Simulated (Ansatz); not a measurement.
```yaml
crystal:
  periodic: [false, false, false]
  atoms:
    - {symbol: Al, position_ang: [-0.212812, 1.511364, -1.145344]}
    - {symbol: O, position_ang: [0.139708, -0.313783, 0.163873]}
    - {symbol: Si, position_ang: [0.366992, 0.292117, 1.776380]}
    - {symbol: Si, position_ang: [-0.460670, -1.518531, -0.697054]}
    - {symbol: H, position_ang: [-1.355670, 0.813432, -2.083579]}
    - {symbol: H, position_ang: [-0.288446, 2.421544, 0.236919]}
    - {symbol: H, position_ang: [1.497418, 1.508662, -1.682667]}
    - {symbol: H, position_ang: [0.943396, -1.069867, 2.364949]}
    - {symbol: H, position_ang: [1.536660, 1.337402, 1.725812]}
    - {symbol: H, position_ang: [-0.762633, 0.852063, 2.456209]}
    - {symbol: H, position_ang: [-1.918478, -1.532960, -0.706796]}
    - {symbol: H, position_ang: [0.038205, -2.533558, 0.270122]}
    - {symbol: H, position_ang: [0.175045, -1.523174, -1.869056]}
basis:
  gaussian: {orbitals: "6-31G*"}
hamiltonian: {xc: {name: revPBE0}, dispersion: d4}
relax: {f_tol: 0.001, max_steps: 1}
```

```sh
$ ansatz run in.yaml --threads 2 --pin off --events-out ev --progress --plain --max-ram 20480MiB --backend cpu
```

Output, abridged:

```
Functional definition: revPBE0
968 factors; integrals over basis functions are off by at most 6.4e-4 eV
mean field evaluation 1: about -24535.2367 eV, gradient 4.4e1 eV
mean field evaluation 2: about -24527.8170 eV, gradient 7.7e1 eV
mean field evaluation 4: about -24538.6753 eV, gradient 8.4e-1 eV
mean field evaluation 8: about -24538.7038 eV, gradient 1.0e-2 eV
mean field -24538.70379706 eV, -901.7807316112 hartree, gradient 8.0e-6 eV, S^2 0.000000; 0 other end points of the search recorded, 0 dependent functions left out
reference -24538.70384605 eV, -901.7807334115 hartree; 29, 29 occupied and 61, 61 virtual orbitals, 968 factors
relax step   1: F+E_penalty+E_count = -24539.44161799 eV  Δ(F+E_penalty+E_count) = +0.000e0 eV  max|allowed force component| = 4.894e0 eV/Å  Δτ_max = 0.0000 Å  (23 SCF iters, accepted)
Error: geometry relaxation did not converge after 1 steps: max|allowed force component| = 4.89e0 eV/Å (threshold 1.0e-3). Raise `relax.max_steps` over both its present limit and 1, loosen `relax.f_tol`, or start from a geometry closer to equilibrium. Where this run's directory can be resumed (`checkpoint.write`), a resume goes on for up to `relax.max_steps` more
```

In this input the relaxation is allowed too few steps for its threshold. No converged result was reached.
